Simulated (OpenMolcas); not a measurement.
# Au²⁺: the spin-orbit constant, worked from levels

* Program: OpenMolcas
* Basis: ANO-RCC-VTZP [8s7p5d3f1g]
* Scalar Hamiltonian: DKH2, point nucleus
* Active space: 9 electrons in 9 orbitals (RAS2 5d 6s; RAS3 6p, at most 2 electrons)
* State averaging: 2S+1 = 2 even, 58 roots; 2S+1 = 4 even, 20 roots kept (CI in the orbitals of an earlier block); 2S+1 = 2 odd, 52 roots; 2S+1 = 4 odd, 29 roots kept (CI in the orbitals of an earlier block)
* Spin-orbit coupling: RASSI with atomic mean-field integrals over the reference wave functions, term energies averaged over their components

Methods: RASSCF; MS-RASPT2, IPEA 0.25 Eh, imaginary shift 0.1 Eh (closed shells correlated: 5s 5p). Measured levels: Iglesias, J. Res. Natl. Bur. Stand. 64A, 481 (1960).

**The spin-orbit constant.** For the Hund term 2D of d9, E(J) = (A/2) J(J+1) + constant and ζ = -2S·A = -A. From J = 3/2 to J = 5/2 the energy changes by 2.5 A.

| Source | E(5/2) - E(3/2) | A | ζ |
| --- | --- | --- | --- |
| RASSCF | -13382.4 | -5353.0 | 5353 |
| MS-RASPT2 | -13630.3 | -5452.1 | 5452 |
| measured | -12694.0 | -5077.6 | 5078 |

All in cm-1. MS-RASPT2 is off by +7.4 % and RASSCF by +5.4 %. Both methods take the spin-orbit matrix elements from the reference wave functions, so the second can move ζ only through the term energies and any multistate remixing.

Term energies are means over components that CASPT2 splits; among the terms shown or strongly mixed into the levels shown the widest spread is 29 cm-1 (5d9 2D, MS-RASPT2). Without dynamic correlation excited terms often stand tens of per cent too high (terms of higher spin than the ground term too low), and those without a measured partner can miss by more than the paired ones (holds for RASSCF). Measured partners are found by configuration, term and J. A level has none where our copy of the source lacks it or the pairing is in doubt (some pairs that miss far off the trend of their configuration count as doubtful), and it then counts in no deviation. Levels of configurations outside the active space are missing.
